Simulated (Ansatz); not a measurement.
Consider the hydrogenolysis of the Al–O bond: `[OH][Al]([SiH3])[SnH3]` + H₂ → `[SiH3][AlH][SnH3]` + H₂O.

Isolated molecules relaxed with PBE0-D4/def2-TZVP in Ansatz; ΔE leaves out vibrations. CCSD(T)/CBS is the MP2 limit (def2-TZVPP, def2-QZVPP) plus CCSD(T) − MP2 in def2-TZVPP, frozen cores. This one scheme is used for every species. Elements past krypton have def2 core potentials. For Sn outer-core shells are correlated without core-valence functions, which leaves a few kJ/mol of doubt a bond. Each species was taken in one conformer, which may not be the lowest.

```csv
species,HF/def2-QZVPP energy (Eh)
`[OH][Al]([SiH3])[SnH3]`,-823.25523
H₂,-1.13348
`[SiH3][AlH][SnH3]`,-748.28057
H₂O,-76.06663
```

Work out ΔE.

ΔE = (-748.28057) + (-76.06663) − (-823.25523) − (-1.13348) = 0.04151 Eh = +109.0 kJ/mol. CCSD(T)/CBS gives +122.1 kJ/mol.

Largest T1 diagnostic among the species: 0.014.

The D4 term adds +4.0 kJ/mol with B3LYP and +2.2 kJ/mol with PBE0; it sums over pairs of atoms, weighted by their polarisabilities, and B3LYP, whose exchange is more repulsive, gets the larger term. In def2-TZVPP, CCSD(T) changes the Hartree–Fock value by +13.3 kJ/mol (the triples alone add +3.6 kJ/mol) and MP2 by +21.5 kJ/mol.

B3LYP here is the variant with VWN-RPA as its local correlation; programs differ in this.
